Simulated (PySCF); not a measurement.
Work out the structure from these simulated measurements.

Formula: C6H6N; charge +1.

- Valence photoelectron: vertical ionisation energy: 13.82 eV [ΔSCF wB97X-D/def2-SVPD]
- NMR, other nuclei: isotropic shieldings of nuclei other than C and H, by class: 94 (1 N) ppm [GIAO HF/pcSseg-2]
- 13C NMR: chemical shifts (computed TMS as zero) by class: 205.7 (1 C), 188.2 (1 C), 137.9 (1 C), 120.0 (1 C), 87.9 (1 C), 40.9 (1 C) ppm [GIAO HF/pcSseg-2]
- Triplet: lowest triplet excitation (Tamm–Dancoff): 2.55 eV [TDA wB97X-D/def2-SVPD]
- Rotational structure: rotational constants A, B, C: 8.247, 1.844, 1.522 GHz [PBE0-D3(BJ)/def2-SVP]
- Polarisability: 74.8 au [wB97X-D/def2-SVPD]
- UV, first state: lowest singlet excitation: 4.33 eV (287 nm, f = 0.291) [TDDFT wB97X-D/def2-SVPD]
- Couplings: largest of the computed one-bond spin–spin couplings (means over like bonds): 13C–1H +193.7, 13C–1H +192.4, 13C–1H +185.7, 15N–1H -163.2, 13C–1H +142.5 (×2), 13C–13C +118.2, 15N–13C -79.6, 13C–13C +68.1 Hz [B3LYP/pcJ-1, spin–dipole term left out for some pairs]

Electronic properties: PySCF, gas phase, density fitting. Levels stand in brackets. Geometry: PBE0-D3(BJ)/def2-SVP; no solvent, vibrations or thermal averaging. NMR values are class means; diastereotopic atoms form classes of their own.

Question: What is the compound? Reason from the data.

Answer: Numbering: `[NH+:1]#[C:2][C:3]1=[CH:4][CH:5]=[CH:6][CH2:7]1`. 6 carbons fall into 6 classes; from least to most shielded: alkene CH carbon [C4] (205.7 ppm), alkene CH carbon [C6] (188.2 ppm), alkene CH carbon [C5] (137.9 ppm), triply bonded carbon [C2] (120.0 ppm), fully substituted alkene carbon [C3] (87.9 ppm), allylic carbon [C7] (40.9 ppm). The other shieldings belong to: 94 ppm, nitrogen bonded to C and H [N1]. The couplings run between: +193.7 Hz, alkene CH carbon [C5] and its hydrogen; +192.4 Hz, alkene CH carbon [C6] and its hydrogen; +185.7 Hz, alkene CH carbon [C4] and its hydrogen; -163.2 Hz, nitrogen bonded to C and H [N1] and its hydrogen; +142.5 Hz, allylic carbon [C7] and its hydrogen (with 1 like pair); +118.2 Hz, triply bonded carbon [C2] and fully substituted alkene carbon [C3]; -79.6 Hz, nitrogen bonded to C and H [N1] and triply bonded carbon [C2]; +68.1 Hz, fully substituted alkene carbon [C3] and alkene CH carbon [C4]. S1 is mainly HOMO→LUMO (weight 0.96); the largest Löwdin shares of the orbital it empties are 0.24 on the fully substituted alkene carbon, 0.23 on an alkene CH carbon, 0.19 on an alkene CH carbon and 0.10 on the nitrogen bonded to C and H, of the orbital it fills 0.25 on an alkene CH carbon, 0.18 on an alkene CH carbon, 0.16 on the triply bonded carbon and 0.13 on the nitrogen bonded to C and H. The optimised geometry has point group Cs and is an asymmetric top. Structure: protonated 1-cyano-1,3-cyclopentadiene (`C1=C(CC=C1)C#[NH+]`). Computed isomers that give other values at the same levels: `c1ccnc[cH+]c1` (rotational constant A: 4.047 GHz; this holds for the one conformer computed). The assignments are read from this structure; whether some other isomer fits the data as well wasn't checked.
